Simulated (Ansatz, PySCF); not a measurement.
Species: AlOH, charge 0, multiplicity 1. SMILES: [OH][Al]
Structure (B3LYP-D3(BJ)/def2-TZVP (Ansatz, a first-principles code) minimum search):
```
O
H 1 0.9528
Al 1 1.6815 2 180.00
```
Charge 0, spin multiplicity 1.

Wanted: atomisation energy, in kcal/mol. Set-up: non-relativistic; dispersion terms only where a functional's name holds one; six Cartesian d functions in 6-31G* and its kin unless marked 5d; atomisation electronic, to ground-state atoms; no spin-orbit coupling; LANL2DZ with its own core potentials from Na on; valence correlation only; open shells spin-unrestricted. CBS marks a two-point X^-3 extrapolation of the correlation energy; Hartree-Fock from the larger set (for Q and 5 zeta extrapolated as (X+1)exp(-9√X)). First-principles rows: single points at B3LYP-D3(BJ) geometries (Ansatz).

Coupled cluster (Ansatz) is a level with limits of its own, used here on species with T1 under 0.025 (0.045 for open shells) and stable references: CCSD(T)/CBS(cc-pV(Q+d)Z,cc-pV(5+d)Z).

Value to compare with, CCSD(T)/CBS(cc-pV(Q+d)Z,cc-pV(5+d)Z) (Ansatz): 239.9 kcal/mol.

| level | program | atomisation energy (kcal/mol) | difference |
|---|---|---|---|
| HF/3-21G | Ansatz | 142.6 | -97.3 |
| SVWN5/6-31G* | Ansatz | 264.5 | 24.6 |
| PBE/def2-SVP | Ansatz | 238.1 | -1.8 |
| B3LYP/3-21G | Ansatz | 218.1 | -21.8 |
| B3LYP/LANL2DZ | Ansatz | 219.5 | -20.4 |
| B3LYP/6-31G | Ansatz | 214.8 | -25.1 |
| B3LYP/6-31G* | Ansatz | 225.5 | -14.4 |
| B3LYP/6-31G** | Ansatz | 229.5 | -10.4 |
| M06-2X/6-31G* (5d) | PySCF | 229.3 | -10.6 |
| MP2/6-31G* | Ansatz | 216.8 | -23.1 |
| PBE/def2-TZVPD | Ansatz | 239.8 | -0.1 |
| r2SCAN-D4/def2-TZVPD | Ansatz + dftd4 | 235.9 | -4.0 |
| B2PLYP-D3(BJ)/def2-TZVPD | Ansatz + dftd3 | 236.0 | -3.9 |

Among the 10 habitual levels, HF/3-21G lies farthest from CCSD(T)/CBS(cc-pV(Q+d)Z,cc-pV(5+d)Z) (Ansatz) (-97.3 kcal/mol) and PBE/def2-SVP nearest (-1.8); 1 of 10 lie above it, and their mean absolute difference is 24.9 kcal/mol, the median 21.1. One case shows no general order.

The levels are drawn from those run, B3LYP/6-31G* more often than the rest, none by its result; runs whose electronic state is in doubt are left out.
